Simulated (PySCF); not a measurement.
Cl3Si(SH), Cl3HSSi.
SMILES with atom numbers: `[SH:1][Si:2]([Cl:3])([Cl:4])[Cl:5]` (hydrogens: H6 on S1)

Computed, not measured: PySCF 2.14.0, PBE0-D3(BJ)/def2-TZVP geometry optimisation, gas phase.

Task: What internal coordinates does the optimisation give?

Result: 
| bond | length (Å) |
| --- | --- |
| S1–Si2 | 2.105 |
| Si2–Cl3, Si2–Cl4, Si2–Cl5 | 2.031 |
| S1–H6 | 1.346 |

Bonds in one row agree within 0.01 Å and their mean is given. A selection of angles:
| angle | degrees |
| --- | --- |
| Si2–S1–H6 | 92.9 |
| S1–Si2–Cl3 | 112.2 |
| S1–Si2–Cl4 | 106.0 |
| Cl3–Si2–Cl4 | 109.6 |
| Cl3–Si2–Cl5 | 107.1 |

Torsions: H6–S1–Si2–Cl3 59° (synclinal).

Si2 (chlorine-bound silicon) is tetrahedral (angles from 106.0° to 112.3°).

Point group: Cs (every atom within 0.08 Å of its image). No PBE0-D3(BJ)/def2-TZVP frequencies stand behind this structure, so it isn't proved a minimum.
